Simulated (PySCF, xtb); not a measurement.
Si(F)(Cl)(Me)(OH) (CH4ClFOSi), SMILES C[Si](O)(F)Cl.

xtb with GFN2-xTB at its own geometry gives an orbital gap of 7.75 eV and a dipole moment of 1.65 D.

Geometry optimised at PBE0-D3(BJ)/def2-SVP. One conformer was computed; it need not be the lowest.

Q: What does M06-2X/def2-TZVP in PySCF give? (An estimate is asked for; the answer gives what the named calculation found.)

A: gap 11.91 eV (levels -10.67 and 1.24 eV), dipole 1.14 D.
